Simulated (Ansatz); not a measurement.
A structure relaxed at PBE0-D4/def2-TZVP, charge 0, multiplicity 1:

```
atom   x (Å)   y (Å)   z (Å)
 Si1  -0.796   1.204  -0.608
  N2   0.304  -0.023  -0.159
  C3   0.021  -1.056   0.936
 Al4   1.670  -1.094  -0.010
  H5  -2.089   0.635  -1.091
  H6  -1.122   2.098   0.542
  H7  -0.192   2.020  -1.696
  H8  -0.084  -0.630   1.935
  H9  -0.811  -1.727   0.712
 H10   3.100  -1.426  -0.562
```

Q: Give its formula and SMILES.

A: CH6AlNSi, `[SiH3][N]1[CH2][AlH]1`.

Q: Point group (tolerance 0.08 Å, 0.16 Å for H)?

A: Cs.

Q: Summarise the bond lengths by kind.

A: 1 × N–Si 1.707 Å; 3 × H–Si 1.488 to 1.493 Å; 1 × C–N 1.531 Å; 1 × Al–N 1.743 Å; 1 × Al–C 1.901 Å; 2 × C–H 1.092 Å; 1 × Al–H 1.568 Å.

Program: Ansatz 0.2.0.
